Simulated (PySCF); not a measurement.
## Electron correlation in Re³⁺ (rhenium, charge +3)

[Xe] 4f14 5d4, high-spin 5D determinant. All numbers are calculated (PySCF 2.14, a scalar-relativistic core potential, in def2-QZVPPD with the def2 core potential (60 electrons) (7s6p4d4f2g, 91 functions)). Frozen: 5s2 5p6; 4 electrons correlated.

| level | correlation energy (mhartree) |
| --- | --- |
| CCSD | -37.18 |
| (T) | -0.31 |
| CCSD(T) | -37.49 |

Diagnostics: T1 = 0.00061, D1 = 0.0013, largest double amplitude 0.013.

Spin-orbit coupling, absent here, splits the open shell strongly.

Cost of the coupled-cluster step: of the order of 15 core-seconds, for 4 correlated electrons.
